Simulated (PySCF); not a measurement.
## Assigning NMR signals

Structure with atom numbers: `[CH2:1]=[C:2]([CH3:3])[C@@H:4]1[O:5][Si@@H:6]([Cl:7])[O:8][C:9]1=[O:10]`; H(Xn) means a hydrogen on atom n. Ha(C1) is cis to C3; Hb(C1) is trans to C3.

PySCF 2.14.0 with density-fitted response routines calculation with GIAO PBE0/pcSseg-1 shieldings and geometry from GFN2-xTB; one computed conformer, equivalent nuclei averaged, isolated molecule, no relativistic terms.

Referencing at the same level of theory: TMS for $^{13}$C (σref 186.93) and $^{1}$H (σref 31.72).

Problem. Assign these signals to the numbered atoms. $^{13}$C{$^{1}$H} NMR (computed): δ 174.0 (C), 152.1 (C), 115.0 (CH2), 81.0 (CH), 23.7 (CH3).

Solution. 
```tsv
δ (ppm)	atoms	environment	reason
174.0	C9	carbonyl carbon	–
152.1	C2	fully substituted alkene carbon	as expected for a trigonal carbon in a double bond
115.0	C1	terminal =CH2 carbon	as expected for a trigonal carbon in a double bond
81.0	C4	sp3 CH bonded to O, α to a carbonyl	pulled downfield by the heteroatom
23.7	C3	allylic methyl carbon	a saturated carbon with 1 carbon neighbour and no heteroatom attached
```

Problem. Assign these signals to the numbered atoms. $^{1}$H NMR (500 MHz, computed): δ 5.51 (s, 1H), 5.37 (m, 1H), 5.25 (m, 1H), 4.76 (s, 1H), 2.25 (s, 3H).

Solution. 
5.51 → H(Si6), hydrogen on a silicon bonded to Cl, 2 O, in a 5-membered ring
5.37 → Ha(C1), hydrogen on a terminal =CH2 carbon: attached to an sp2 carbon and in the plane of the double bond
5.25 → Hb(C1), hydrogen on a terminal =CH2 carbon
4.76 → H(C4), hydrogen on an sp3 CH bonded to O, α to a carbonyl: its carbon carries O, an electronegative neighbour
2.25 → H(C3), hydrogen on an allylic methyl carbon: allylic position

Ha(C1) and Hb(C1) lie closer than the usual error of such a calculation, so a measured spectrum could show them in the other order.

Shifts are as computed. Against solution values, carbons near 30 ppm lie about +3 ppm off and those near 130 ppm about +5 ppm. Of 1211 compounds with measured shifts, 218 miss one by over three times the rms of a fit or turn the order of signals round; such compounds aren't used in these exercises. No couplings were computed; multiplicities are counted from neighbouring protons, with m where these are inequivalent, close in shift, in a saturated or five-membered ring or joined by F or P, and br s for small geminal =CH2 splittings.
